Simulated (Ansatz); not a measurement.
BrHSi, SMILES `[SiH]Br`. Charge 0, multiplicity 1.

Cartesian coordinates in Å:
```
Si 0.361 -0.236 -0.762
Br -1.541 0.416 0.236
H 1.180 -0.180 0.526
```

What are the harmonic wavenumbers in cm⁻¹ at PBE0-D4/def2-TZVP (Ansatz, finite differences of forces, unscaled)? (An estimate is asked.)

Ansatz gave: 412, 778, 2031.

Is this a minimum?

Yes, all 3 modes are real.

Give the ideal-gas thermochemistry at 298.15 K and 1 bar (rigid rotor, harmonic oscillator; point group Cs, symmetry number 1).

Zero-point energy 19.3 kJ/mol; H(298) − E = 30.2 kJ/mol; entropy 263.1 J/(mol·K), of which translation 167.4, rotation 90.9, vibration 4.8; G(298) − E = -48.2 kJ/mol.
